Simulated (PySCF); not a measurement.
## Telling isomers of C4H7B apart by NMR

No relativistic terms, one computed conformer, isolated molecule, one averaged value for each set of equivalent atoms. σ from GIAO-PBE0/pcSseg-1; geometry: PBE0-D3(BJ)/def2-SVP; B3LYP/pcJ-1 coupling constants (spin–dipole term left out of most H,H and C,H couplings); PySCF.

Referencing at the same level of theory: 1H and 13C vs TMS. Multiplet labels drop J under 1 Hz and among equivalent protons, and merge close values. Unscaled 3J(H,H) run several per cent high. Vicinal couplings that depend on rotamer populations or ring flexing (ring, CH–CH, X–H and H–F types) are those of the one conformer. Couplings to H on boron are left out. Carbons bonded to boron are broad in practice. Shifts are as computed. Against solution values, carbons near 30 ppm lie about +2 ppm off and those near 130 ppm about +5 ppm. Of 1309 compounds with measured shifts, 239 miss one by over three times the rms of a fit or turn the order of signals round; such compounds aren't used in these exercises.

(1) Tabulate the signals of `CBC#CC`, `B[C@@H]1CC1=C` and their relative energies.

(2) What is the quickest way to tell CBC#CC from B[C@@H]1CC1=C?

Results:

(1) 
```json
{"SMILES": "CBC#CC", "carbon types": "2×C 2×CH3", "δC": "144.1, 99.4, 16.6, 7.6", "δH": "6.59 (br, 1H), 2.29 (s, 3H), 1.07 (s, 3H)", "E rel. (kcal/mol)": "0.0"}
{"SMILES": "B[C@@H]1CC1=C", "carbon types": "1×C 1×CH 2×CH2", "δC": "141.3, 114.6, 28.2, 19.1", "δH": "6.57 (br, 2H), 5.93 (dt, 1H), 5.65 (m, 1H), 2.31 (m, 1H), 1.87 (m, 1H), 1.78 (m, 1H)", "E rel. (kcal/mol)": "21.6"}
```

Energies are electronic energies at PBE0/pcSseg-1 on these geometries, without zero-point or thermal terms, each for the one conformer computed, which needn't be the lowest.

(2) Both give the same number of carbon signals, but DEPT or the intensities differ. The first has a methyl carbon bonded to B (CH3) at 16.6 ppm, the second a terminal =CH2 carbon at 114.6 ppm. Their most deshielded carbons lie at 144.1 and 141.3 ppm.
